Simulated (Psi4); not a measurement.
Psi4 input (wB97X-D/6-31G*):

```
memory 1500 MB

molecule {
-1 2
O     0.00000000    0.00000000    0.00000000
symmetry c1
no_reorient
no_com
}

set {
  basis 6-31G*
  reference uks
  scf_type pk
  dft_radial_points 99
  dft_spherical_points 590
  e_convergence 1e-8
  d_convergence 1e-7
  maxiter 150
}

e = energy('wb97x-d')
print_out(f'\nFINAL {e:.10f} DIPOLE {variable("CURRENT DIPOLE")[0]:.6f} {variable("CURRENT DIPOLE")[1]:.6f} {variable("CURRENT DIPOLE")[2]:.6f}\n')
```

From the last part of the output:

```
    Alpha Virtual:

       6A      1.199485     7A      1.346952     8A      1.391441
       9A      1.391441    10A      2.292496    11A      2.306985
      12A      2.306985    13A      2.354982    14A      2.354982
      15A      3.744203

    Beta Occupied:

       1A    -18.791014     2A     -0.459611     3A      0.093998
       4A      0.093998

    Beta Virtual:

       5A      0.404916     6A      1.222058     7A      1.408297
       8A      1.408297     9A      1.444009    10A      2.365756
      11A      2.365756    12A      2.371075    13A      2.371075
      14A      2.375404    15A      3.784484

    Final Occupation by Irrep:
              A
    DOCC [     4 ]
    SOCC [     1 ]
    NA   [     5 ]
    NB   [     4 ]

  @UKS Final Energy:   -75.02900759975833

   => Energetics <=

    Nuclear Repulsion Energy =              0.0000000000000000
    One-Electron Energy =                -107.5795585691403602
    Two-Electron Energy =                  38.7147717923368404
    DFT Exchange-Correlation Energy =      -6.1642208229548103
    Empirical Dispersion Energy =          -0.0000000000000000
    VV10 Nonlocal Energy =                  0.0000000000000000
    Total Energy =                        -75.0290075997583301

  UHF NO Occupations:
  HONO-2 :    3  A 1.9998864
  HONO-1 :    4  A 1.9994888
  HONO-0 :    5  A 1.0000000
  LUNO+0 :    6  A 0.0005112
  LUNO+1 :    7  A 0.0001136
  LUNO+2 :    8  A 0.0001136
  LUNO+3 :    9  A 0.0000002

Computation Completed

Properties will be evaluated at   0.000000,   0.000000,   0.000000 [a0]

Properties computed using the SCF density matrix

 Multipole Moments:

 ------------------------------------------------------------------------------------
     Multipole            Electronic (a.u.)      Nuclear  (a.u.)        Total (a.u.)
 ------------------------------------------------------------------------------------

 L = 1.  Multiply by 2.5417464519 to convert [e a0] to [Debye]
 Dipole X            :         -0.0000000            0.0000000           -0.0000000
 Dipole Y            :          0.0000000            0.0000000            0.0000000
 Dipole Z            :         -0.0000000            0.0000000           -0.0000000
 Magnitude           :                                                    0.0000000

 ------------------------------------------------------------------------------------

FINAL -75.0290075998 DIPOLE -0.000000 0.000000 -0.000000

*** Psi4 exiting successfully. Buy a developer a beer!
```

The dipole moment of an ion depends on the origin.
